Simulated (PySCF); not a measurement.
## Working with the constants of In2

UHF-CCSD(T) constants of In2, ³Πu (triplet), unpaired electrons σ ↑, π ↑ (basis In def2-TZVPP with ECP28; scalar-relativistic core potentials; PySCF 2.14; masses 114.9039 and 114.9039 u):

- ωe: 117.6 cm⁻¹
- ωexe: 0.324 cm⁻¹
- Be: 0.0324 cm⁻¹
- αe: 0.000125 cm⁻¹
- D (centrifugal): 9.84e-09 cm⁻¹
- De to In + In: 1.17 eV

**Question.** Give the vibrational terms G(v) and spacings up to v = 6.

**Answer.** G(v) = ωe(v+½) − ωexe(v+½)².

```tsv
v	G(v) (cm⁻¹)	G(v) − G(v−1)	Bv (cm⁻¹)
0	58.7		0.03234
1	175.7	117.0	0.03221
2	292.0	116.3	0.03209
3	407.6	115.7	0.03196
4	522.6	115.0	0.03184
5	637.0	114.4	0.03171
6	750.7	113.7	0.03159
```

**Question.** How well does the Morse estimate ωe²/(4ωexe) reproduce De, and what is D0?

**Answer.** It gives 1.32 eV, 113 % of the computed De. D0 = De − G(0) = 1.17 − 0.01 = 1.16 eV.

Correlated steps freeze 8 core orbitals. Spin–orbit coupling is left out, which matters for elements this heavy, above all for dissociation energies. The state was picked by a PBE0 search and need not be the measured ground state.
